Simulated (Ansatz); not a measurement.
Energy on a grid of two coordinates

CH6BSn (SMILES B[CH2][SnH2+]) (charge +1), singlet, PBE0-D4/def2-TZVP minimum:

```
9
angstrom
B -0.6351 0.4449 -1.2743
C 0.4638 0.6239 -0.1676
Sn 0.1841 -0.8227 1.3177
H -0.7903 -0.6300 -1.7733
H -1.3102 1.3712 -1.5896
H 1.4084 0.2774 -0.6226
H 0.5773 1.6118 0.2745
H 0.4056 -2.4588 0.9481
H -0.3036 -0.4178 2.8872
```

Rows set the bond length C2–Sn3 (Å; 2.092 at the minimum), columns the angle H7–C2–H6 (°; 111.3), set in this order; the parts move rigidly, in a bend the first-named atom's side turns in the plane, and in a torsion the whole end group turns. CCSD(T) energies count from the value at that structure, in eV. Program: Ansatz 0.2.0. Basis: def2-TZVPP. Cores are frozen in the correlated methods. Filled d shells of the heavier atoms are correlated. Core potentials replace the inner electrons of the atoms past krypton. The def2 sets are not built for correlating such inner shells, so the correlated values are less sure here.

```csv
C2–Sn3 \ H7–C2–H6,93.3,99.3,105.3,111.3,117.3,123.3,129.3
1.841,0.953,0.825,0.753,0.737,0.778,0.875,1.030
1.947,0.437,0.305,0.228,0.207,0.241,0.331,0.478
2.102,0.249,0.112,0.029,0.001,0.027,0.107,0.243
2.283,0.485,0.341,0.252,0.216,0.234,0.304,0.428
2.483,?,0.829,0.733,0.690,0.698,0.759,0.871
2.699,1.569,1.414,1.312,1.262,1.263,1.315,1.415
2.929,2.151,1.992,1.886,1.830,1.825,1.869,1.959
```

Question: Fill in the withheld cells. (An estimate is asked for; the value comes from the calculation.)

Answer: Computed: (2.483, 93.3): 0.978 eV. These count from the CCSD(T) energy at the PBE0-D4 minimum.

The same grid for a cheaper method: r2SCAN-D4 − CCSD(T), both counted from the minimum, in eV:
```csv
C2–Sn3 \ H7–C2–H6,93.3,99.3,105.3,111.3,117.3,123.3,129.3
1.841,-0.007,-0.005,-0.003,-0.001,0.000,0.001,0.000
1.947,-0.002,0.000,0.002,0.003,0.005,0.006,0.005
2.102,-0.006,-0.004,-0.002,-0.001,0.001,0.001,0.000
2.283,-0.023,-0.021,-0.019,-0.017,-0.016,-0.016,-0.018
2.483,-0.048,-0.046,-0.044,-0.043,-0.043,-0.044,-0.047
2.699,-0.076,-0.074,-0.073,-0.073,-0.074,-0.077,-0.082
2.929,-0.097,-0.095,-0.095,-0.097,-0.100,-0.105,-0.113
```

No T1 diagnostic of these runs exceeds 0.020. The restricted Hartree–Fock reference is unstable towards an unrestricted one here. A large double-excitation amplitude points to some diradical character; no triplet was computed.

For scale, one of the runs: CCSD(T)/def2-TZVPP, 196 basis functions (an equivalent command: `ansatz run in.yaml --threads 2`). Hardware: 2 CPU threads, shared host. Wall time 49 s; peak host memory 2.7 GiB.
